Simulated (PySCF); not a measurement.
Orbital picture of GeBr

PBE at R = 2.332 Å; basis Ge def2-TZVPP, Br def2-TZVPP; no relativity; PySCF 2.14. State: ²Π (doublet), unpaired electrons π ↑. Only the outer orbitals are listed, counted within each symmetry.

```
spin  orbital  occ.  ε (eV)  on Ge (%)            main shells (%)
   α      13σ     1  -19.28          7                    92 Br s
   α      14σ     1  -12.31         73           73 Ge s, 20 Br p
   α      15σ     1   -7.84         44  56 Br p, 23 Ge p, 20 Ge s
   α       7π     1   -7.71         11            89 Br p, 9 Ge p
   α       7π     1   -7.63         12           88 Br p, 10 Ge p
   α       8π     1   -4.11         89           89 Ge p, 10 Br p
   α       8π     0   -3.96         90            90 Ge p, 9 Br p
   α      16σ     0   -1.28         80           75 Ge p, 18 Br p
   α      17σ     0    3.68         77  46 Ge s, 34 Br d, 22 Ge p
   β      13σ     1  -19.22          6                    93 Br s
   β      14σ     1  -11.80         69           68 Ge s, 25 Br p
   β       7π     1   -7.69          9                    90 Br p
   β      15σ     1   -7.60         48  52 Br p, 25 Ge s, 22 Ge p
   β       7π     1   -7.43          7                    93 Br p
   β       8π     0   -3.63         91                    91 Ge p
   β       8π     0   -2.79         92                    92 Ge p
   β      16σ     0   -1.00         81           76 Ge p, 17 Br p
```

**Question.** Which are the highest filled and the lowest empty level, where do they sit, and how wide is the gap?

**Answer.** Highest filled α 8π at -4.11 eV (in %: 89 Ge p, 10 Br p); lowest empty α 8π at -3.96 eV (in %: 90 Ge p, 9 Br p); the gap at PBE is 0.15 eV. Both belong to one degenerate shell, split only by its one-sided filling, so this is no excitation gap.

| Quantity | Value |
| --- | --- |
| bond order (Mayer) | 1.23 |
| ⟨S²⟩ | 0.753 |
| charge on Ge (Mulliken, basis-dependent) | 0.25 |
| charge on Ge (Löwdin, basis-dependent) | -0.02 |
| dipole moment (positive dipole means Ge(−)Br(+)) | -1.38 D |
| polarisability along the bond | 75.0 bohr³ |
| polarisability across the bond | 38.9 bohr³ |

Spin–orbit coupling is left out. The state was picked by a PBE0 search and need not be the measured ground state.
